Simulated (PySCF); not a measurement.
Löwdin shares of the frontier orbitals

Species: GaH5SSi.
Numbering: `[SiH3:1][S:2][GaH2:3]` (hydrogens: H4, H5, H6 on Si1; H7, H8 on Ga3)

Structure used (PBE0-D3(BJ)/def2-SVP), in Å, numbered top down from 1:
```xyz
8
GaH5SSi angstrom
Si     1.428   -0.166    0.183
S     -0.078    1.265    0.747
Ga    -1.857    0.309   -0.151
H      1.477   -0.355   -1.298
H      2.736    0.377    0.651
H      1.187   -1.491    0.827
H     -1.648   -1.058   -0.883
H     -3.192    1.096    0.025
```

Method: TDDFT CAM-B3LYP/def2-SVPD, vertical, gas phase, core orbitals frozen in the response in PySCF 2.14.0, density-fitted response routines. Relativistic effects, spin–orbit coupling among them, are left out although an element past zinc is present.

Frontier orbitals with the atoms that hold most of them (Löwdin shares over 4%, at most four atoms; ? is withheld):

```json
{"orbital": "HOMO-3", "ε (eV)": "-11.24", "atoms": "S2 37%, Si1 18%, Ga3 17%, H7 14%"}
{"orbital": "HOMO-2", "ε (eV)": "-10.15", "atoms": "Ga3 29%, H8 26%, S2 17%, Si1 12%"}
{"orbital": "HOMO-1", "ε (eV)": "-9.67", "atoms": "S2 56%, Ga3 18%, H7 11%, Si1 8%"}
{"orbital": "HOMO", "ε (eV)": "-8.90", "atoms": "?"}
{"orbital": "LUMO", "ε (eV)": "?", "atoms": "?"}
{"orbital": "LUMO+1", "ε (eV)": "0.65", "atoms": "S2 30%, Ga3 25%, Si1 15%, H7 8%"}
{"orbital": "LUMO+2", "ε (eV)": "0.79", "atoms": "Ga3 66%, H8 9%, H7 8%, S2 7%"}
```

Which atoms hold the HOMO, and with what shares?

S2 (bonded to Ga and Si) 71%; Si1 (bonded to S and 3 H) 12%; Ga3 (bonded to S and 2 H) 9%; H6 (bonded to Si) 4%.

Give the leading atoms of the LUMO.

Ga3 (bonded to S and 2 H) 59%; S2 (bonded to Ga and Si) 18%; H7 (bonded to Ga) 10%; H8 (bonded to Ga) 9%. By element: gallium 59%, hydrogen 19% or more, sulfur 18%.

What is the LUMO energy, and the HOMO–LUMO gap?

ε(LUMO) = -0.82 eV; the gap is 8.07 eV (0.2966 hartree).

The HOMO–LUMO gap is 8.07 eV. Where does the response calculation put the lowest singlet, and from which orbitals?

S1 is at 5.16 eV (f = 0.062), 2.91 eV below the gap, made of HOMO→LUMO (95%). Without the coupling terms of the response equations the lowest excitation would equal the gap.

Give energy, strength and leading configuration of S1, S2, S3, S4 and S7, and follow the Löwdin shares of the leading atoms from the occupied to the empty orbital.

- S1 (5.16 eV, f 0.062), HOMO→LUMO (95%): S2 71% → 18%, Si1 12% → at most 5%, Ga3 9% → 59%
- S2 (5.44 eV, f 0.0020), HOMO-1→LUMO (92%): S2 56% → 18%, Ga3 18% → 59%
- S3 (5.78 eV, f 0.0024), HOMO-2→LUMO (90%): Ga3 29% → 59%, H8 26% → 9%, S2 17% → 18%
- S4 (6.28 eV, f 0.042), HOMO→LUMO+1 (94%): S2 71% → 30%, Si1 12% → 15%, Ga3 9% → 25%
- S7 (7.23 eV, f 0.121), HOMO-1→LUMO+1 (83%): S2 56% → 30%, Ga3 18% → 25%

Time: 43 s wall; peak memory 0.59 GiB. Hardware: Arm Neoverse V2, one thread, shared host with 32 logical CPUs at a one-minute load of 16.

One conformer stands for the species.
